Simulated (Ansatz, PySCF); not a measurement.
System: GeBr2, charge 0, multiplicity 1. SMILES: [Br][Ge][Br]
Coordinates optimised at B3LYP-D3(BJ)/def2-TZVP (Ansatz, a program for electronic structure):
```
Ge
Br 1 2.3672
Br 1 2.3672 2 101.50
```

Wanted: vertical triplet-singlet gap, E(triplet) - E(singlet), in eV. Terms: open shells spin-unrestricted; no dispersion term unless named; non-relativistic; each state is the SCF solution reached for its charge and spin; no spin-orbit coupling; six Cartesian d functions in 6-31G* and its kin unless marked 5d; valence correlation only (noble-gas shells and the d and f shells of earlier blocks); LANL2DZ with its own core potentials from Na on. Ab initio and DFT rows: single points at B3LYP-D3(BJ) geometries (Ansatz). Levels can end on unlike triplets.

```tsv
level	program	vertical triplet-singlet gap, E(triplet) - E(singlet) (eV)
HF/LANL2DZ	Ansatz	1.66
HF/6-31G*	Ansatz	1.89
PBE/LANL2DZ	Ansatz	2.34
PBE/6-31G*	Ansatz	2.54
B3LYP/STO-3G	Ansatz	2.00
B3LYP/3-21G	Ansatz	2.49
B3LYP/LANL2DZ	Ansatz	2.33
B3LYP/6-31G*	Ansatz	2.61
M06-2X/LANL2DZ	PySCF	2.53
MP2/LANL2DZ	Ansatz	2.01
MP2/6-31G*	Ansatz	2.41
PBE/def2-TZVPD	Ansatz	2.52
PBE0/def2-TZVPD	Ansatz	2.45
```

No value to compare with is used here. The 11 habitual levels span 1.66 (HF/LANL2DZ) to 2.61 eV (B3LYP/6-31G*); PBE/def2-TZVPD gives 2.52.

The levels are drawn from those run, B3LYP/6-31G* more often than the rest, none by its result; runs whose electronic state is in doubt are left out.
